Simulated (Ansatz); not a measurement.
`BrCCBr` at its PBE0-D4/def2-TZVP geometry, where that method's forces vanish. Charge 0, multiplicity 1.

```csv
atom,x (Å),y (Å),z (Å)
Br1,0.5147,1.8578,1.1379
C2,0.0190,0.0213,0.7665
C3,0.0754,-0.3160,-0.6948
Br4,-1.2957,0.5803,-1.7308
H5,0.7333,-0.5957,1.3126
H6,-0.9768,-0.1211,1.1802
H7,1.0293,-0.0428,-1.1404
H8,-0.0993,-1.3837,-0.8312
```

**Question.** For each bond, give half the difference of the two atoms' forces along it (eV/Å; positive pushes the atoms apart) under PBE-D4, r2SCAN-D4, B3LYP-D4, ωB97M-V in def2-TZVPP. (Estimate.)

**Answer.** Computed: 
```csv
bond,length (Å),PBE-D4,r2SCAN-D4,B3LYP-D4,ωB97M-V
Br1–C2,1.938,0.26,0.24,0.38,0.02
C2–C3,1.501,-0.08,0.00,0.08,0.23
C2–H5,1.090,0.10,-0.05,-0.15,-0.13
C2–H6,1.088,0.11,-0.07,-0.14,-0.11
C3–Br4,1.938,0.26,0.24,0.38,0.02
C3–H7,1.088,0.11,-0.07,-0.14,-0.11
C3–H8,1.090,0.10,-0.05,-0.15,-0.13
```

B3LYP here is the variant with VWN-RPA as its local correlation; programs differ in this.
